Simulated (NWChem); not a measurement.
System: Si2HCl4, doublet; SMILES Cl[SiH]([Si](Cl)Cl)Cl

Here is an NWChem input.

```
start job
memory heap 200 mb stack 900 mb global 1100 mb
geometry units angstroms noautoz
  Cl    -1.705929    -2.027193    -0.163018
  Si    -0.000647    -1.040500     0.540680
  Cl     1.702051    -2.026704    -0.169716
  Si    -0.003543     1.106492    -0.470358
  Cl    -1.707312     2.091898     0.181532
  Cl     1.702862     2.092795     0.172845
  H     -0.007393     1.086347    -1.970059
end
basis spherical
  Cl library 6-31g*
  Si library 6-31g*
  H library 6-31g*
end
dft
  odft
  mult 2
  xc b3lyp
  iterations 200
  convergence diis 20
end
task dft gradient
```

Parts of the log:

```
             Northwest Computational Chemistry Package (NWChem) 7.3.0
             --------------------------------------------------------

 CS  symmetry detected

                             Geometry "geometry" -> ""
                             -------------------------

 Output coordinates in angstroms (scale by  1.889725989 to convert to a.u.)

  No.       Tag          Charge          X              Y              Z
 ---- ---------------- ---------- -------------- -------------- --------------
    1 Cl                  17.0000    -0.10461337    -2.07413164    -1.70399320
    2 Si                  14.0000     0.57582337    -1.06914228     0.00000000
    3 Cl                  17.0000    -0.10461337    -2.07413164     1.70399320
    4 Si                  14.0000    -0.49222739     1.05006711     0.00000000
    5 Cl                  17.0000     0.12874618     2.05287271    -1.70509251
    6 Cl                  17.0000     0.12874618     2.05287271     1.70509251
    7 H                    1.0000    -1.99085946     0.98985580     0.00000000

 Effective nuclear repulsion energy (a.u.)     664.8932886588

      Symmetry information
      --------------------

 Group name             Cs
 Group number              2
 Group order               2
 No. of unique centers     5

                                 NWChem DFT Module
                                 -----------------

 Summary of "ao basis" -> "ao basis" (spherical)
 ------------------------------------------------------------------------------
       Tag                 Description            Shells   Functions and Types
 ---------------- ------------------------------  ------  ---------------------
 Cl                          6-31g*                  8       18   4s3p1d
 Si                          6-31g*                  8       18   4s3p1d
 H                           6-31g*                  2        2   2s

      Symmetry analysis of basis
      --------------------------

        a'         64
        a"         46

            General Information
            -------------------
          SCF calculation type: DFT
          Wavefunction type:  spin polarized.
          No. of atoms     :     7
          No. of electrons :    97
           Alpha electrons :    49
            Beta electrons :    48
          Charge           :     0
          Spin multiplicity:     2
          Use of symmetry is: on ; symmetry adaption is: on
          Maximum number of iterations: 200
          AO basis - number of functions:   110
                     number of shells:    50
          Convergence on energy requested:  1.00D-06
          Convergence on density requested:  1.00D-05
          Convergence on gradient requested:  5.00D-04

              XC Information
              --------------
                         B3LYP Method XC Potential
                     Hartree-Fock (Exact) Exchange  0.200
                        Slater Exchange Functional  0.800 local
                    Becke 1988 Exchange Functional  0.720 non-local
              Lee-Yang-Parr Correlation Functional  0.810
                  VWN I RPA Correlation Functional  0.190 local

             Grid Information
             ----------------
          Grid used for XC integration:  medium
          Radial quadrature: Mura-Knowles
          Angular quadrature: Lebedev.
          Tag              B.-S. Rad. Rad. Pts. Rad. Cut. Ang. Pts.
          ---              ---------- --------- --------- ---------
          Cl                  1.00       88          13.0       590
          Si                  1.10       88          10.0       590
          H                   0.35       45          10.0       434
          Grid pruning is: on
          Number of quadrature shells:   397
          Spatial weights used:  Erf1

      Superposition of Atomic Density Guess
      -------------------------------------

 Sum of atomic energies:       -2415.93517845

      Non-variational initial energy
      ------------------------------

 Total energy =   -2417.194934
 1-e energy   =   -4669.417027
 2-e energy   =    1587.328805
 HOMO         =      -0.141115
 LUMO         =       0.025308

   Symmetry analysis of molecular orbitals - initial alpha
   -------------------------------------------------------

  Numbering of irreducible representations:

     1 a'          2 a"

  Orbital symmetries:

     1 a'          2 a"          3 a'          4 a"          5 a'
     6 a'          7 a'          8 a"          9 a'         10 a"
    11 a'         12 a"         13 a'         14 a"         15 a'
    16 a"         17 a'         18 a"         19 a'         20 a"
    21 a'         22 a"         23 a'         24 a'         25 a'
    26 a"         27 a'         28 a"         29 a'         30 a'
    31 a'         32 a'         33 a"         34 a"         35 a'
    36 a'         37 a"         38 a'         39 a"         40 a'
    41 a'         42 a'         43 a"         44 a"         45 a"
    46 a"         47 a'         48 a'         49 a'         50 a'
    51 a"         52 a'         53 a'         54 a"         55 a'
    56 a'         57 a'         58 a'         59 a"

   Symmetry analysis of molecular orbitals - initial beta
   ------------------------------------------------------

  Numbering of irreducible representations:

     1 a'          2 a"

  Orbital symmetries:

     1 a'          2 a"          3 a'          4 a"          5 a'
     6 a'          7 a'          8 a"          9 a'         10 a"
    11 a'         12 a"         13 a'         14 a"         15 a'
    16 a"         17 a'         18 a"         19 a'         20 a"
    21 a'         22 a"         23 a'         24 a'         25 a'
    26 a"         27 a'         28 a"         29 a'         30 a'
    31 a'         32 a'         33 a"         34 a"         35 a'
    36 a'         37 a"         38 a'         39 a"         40 a'
    41 a'         42 a'         43 a"         44 a"         45 a"
    46 a"         47 a'         48 a'         49 a'         50 a'
    51 a"         52 a'         53 a'         54 a"         55 a'
    56 a'         57 a'         58 a'         59 a"

   convergence    iter        energy       DeltaE   RMS-Dens  Diis-err
 ---------------- ----- ----------------- --------- --------- ---------
 d= 0,ls=0.0,diis     1  -2420.3946761216 -3.09D+03  9.64D-03  2.09D-01
                                                     8.92D-03  2.02D-01
 d= 0,ls=0.0,diis     2  -2420.2977052071  9.70D-02  5.86D-03  3.26D-01
                                                     5.76D-03  3.27D-01
 d= 0,ls=0.0,diis     3  -2420.5084472017 -2.11D-01  1.03D-03  7.82D-03
                                                     9.48D-04  7.59D-03
 d= 0,ls=0.0,diis     4  -2420.5132282045 -4.78D-03  3.00D-04  6.32D-04
                                                     2.91D-04  6.68D-04
 d= 0,ls=0.0,diis     5  -2420.5136405284 -4.12D-04  1.03D-04  3.47D-05
                                                     8.21D-05  2.51D-05
 d= 0,ls=0.0,diis     6  -2420.5136631182 -2.26D-05  3.28D-05  6.61D-06
                                                     4.37D-05  8.08D-06
 d= 0,ls=0.0,diis     7  -2420.5136698263 -6.71D-06  1.62D-05  4.85D-07
                                                     1.37D-05  2.97D-07
 d= 0,ls=0.0,diis     8  -2420.5136704201 -5.94D-07  3.07D-06  2.17D-08
                                                     5.37D-06  2.56D-08

         Total DFT energy =    -2420.513670420093
      One electron energy =    -4670.522211312485
           Coulomb energy =     1740.552953854217
    Exchange-Corr. energy =     -155.437701620651
 Nuclear repulsion energy =      664.893288658826

 Numeric. integr. density =       97.000000530259

                  Occupations of the irreducible representations
                  ----------------------------------------------

                     irrep           alpha         beta
                     --------     --------     --------
                     a'               29.0         28.0
                     a"               20.0         20.0

                    DFT Final Alpha Molecular Orbital Analysis
                    ------------------------------------------

 Vector   47  Occ=1.000000D+00  E=-3.387482D-01  Symmetry=a"
              MO Center= -1.9D-03, -3.2D-01, -1.4D-14, r^2= 8.2D+00
   Bfn.  Coefficient  Atom+Function         Bfn.  Coefficient  Atom+Function
  ----- ------------  ---------------      ----- ------------  ---------------
     9     -0.285668  1 Cl pz                45     -0.285668  3 Cl pz
     8      0.278917  1 Cl py                44     -0.278917  3 Cl py
    80      0.252778  5 Cl py                98     -0.252778  6 Cl py
    81      0.236239  5 Cl pz                99      0.236239  6 Cl pz
    13     -0.151276  1 Cl pz                49     -0.151276  3 Cl pz

[...]

                         DFT ENERGY GRADIENTS

    atom               coordinates                        gradient
                 x          y          z           x          y          z
   1 Cl     -0.197691  -3.919540  -3.220080   -0.001195   0.000228  -0.001184
   2 Si      1.088148  -2.020386   0.000000    0.003257   0.002248   0.000000
   3 Cl     -0.197691  -3.919540   3.220080   -0.001195   0.000228   0.001184
   4 Si     -0.930175   1.984339   0.000000    0.003313  -0.001673   0.000000
   5 Cl      0.243295   3.879367  -3.222158    0.001202  -0.000176  -0.001476
   6 Cl      0.243295   3.879367   3.222158    0.001202  -0.000176   0.001476
   7 H      -3.762179   1.870556   0.000000   -0.006584  -0.000680   0.000000
```

Level: B3LYP/6-31G* (spherical d), spin-unrestricted. The geometry was optimised at PBE-D3(BJ)/def2-SVP, spin-unrestricted. No stability test was run on the SCF state. B3LYP is NWChem's, with the RPA form of VWN correlation.
